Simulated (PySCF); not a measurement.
Species: C₅H₁₁NS.
Geometry (GFN2-xTB, Å), atoms numbered from 1 in this order:
```
atom  x, y, z in Å
C1     1.863    1.304   -0.518
N2     1.375    0.899    0.773
C3     0.521   -0.007    0.928
C4    -0.200   -0.828   -0.098
C5     0.069   -2.313    0.098
S6    -2.006   -0.523    0.124
C7    -2.059    1.243   -0.291
H8     2.654    2.033   -0.350
H9     1.077    1.774   -1.114
H10    2.270    0.464   -1.089
H11    0.235   -0.222    1.954
H12    0.045   -0.522   -1.118
H13   -0.206   -2.615    1.106
H14    1.126   -2.522   -0.056
H15   -0.515   -2.899   -0.609
H16   -1.760    1.383   -1.327
H17   -1.408    1.797    0.380
H18   -3.088    1.561   -0.158
```

The calculation used PBE0/def2-SVPD in PySCF (dipole) on a GFN2-xTB geometry, gas phase.

Masses are those of the commonest isotopes; rigid-rotor values at the optimised geometry. The values belong to one conformer with, in the numbering `[CH3:1]/[N:2]=[CH:3]\[C@@H:4]([CH3:5])[S:6][CH3:7]`, N2–C3–C4–C5 121°, C3–C4–S6–C7 64°.

Q: Give the principal moments of inertia and the rotational constants in MHz.

A: Ia = 184.62, Ib = 313.89, Ic = 435.74 u·Å²; 505379 MHz·u·Å²/I gives A = 2737, B = 1610, C = 1160 MHz.

Q: Classify the top.

A: An asymmetric top. Ray's parameter κ = (2B − A − C)/(A − C) = -0.429; −1 is the prolate and +1 the oblate limit.

Q: Is it planar, by Δ = Ic − Ia − Ib?

A: Not planar: Δ = Ic − Ia − Ib = -62.77 u·Å². For a rigid frame Δ = −2 Σ m c², so Σ m c² = 31.38 u·Å² lies off the ab plane: 11.60 from hydrogen and 19.78 from heavier atoms. The atom farthest from that plane is 1.77 Å away.

Q: Give the other two planar moments, Paa and Pbb, and the rms extents of the mass along the axes.

A: Paa = Σ m a² = (Ib + Ic − Ia)/2 = 282.51 and Pbb = Σ m b² = (Ia + Ic − Ib)/2 = 153.24 u·Å². With the mass M = 117.06 u, the rms extents √(P/M) along a, b and c are 1.55, 1.14, 0.52 Å.

Q: Predict some low-J microwave lines.

A: The dipole components are |μa| = 0.08 D, |μb| = 0.03 D, |μc| = 1.84 D. The squared components, which scale the intensities, stand as 0.00 : 0.00 : 1.00 (a : b : c). Some of the stronger lines:

```tsv
type	branch	J(Ka,Kc)	MHz	lower level (cm⁻¹)
c	Q	2(1,2) ← 2(0,2)	787	0.274
c	Q	1(1,1) ← 1(0,1)	1127	0.092
c	Q	2(2,1) ← 2(1,1)	3382	0.345
c	R	1(1,0) ← 0(0,0)	4347	0.000
c	R	2(1,1) ← 1(0,1)	7568	0.092
c	R	2(2,0) ← 1(1,0)	9482	0.145
c	R	2(2,1) ← 1(1,1)	9822	0.130
```

Q: Estimate the classical rotational partition function at 25 K, 100 K and 298.15 K.

A: Point group C1, symmetry number σ = 1; q = (√π/σ)·√((kT/h)³/(ABC)), k/h = 20836.6 MHz/K: 9320 at 25 K, 74600 at 100 K, 384000 at 298.15 K.

No frequency check. No vibrational averaging or centrifugal distortion is included, and the geometry carries the error of its method. A rigid rotor knows nothing of internal rotation, which can split or shift real lines. Quadrupole hyperfine structure (14N) is left out.
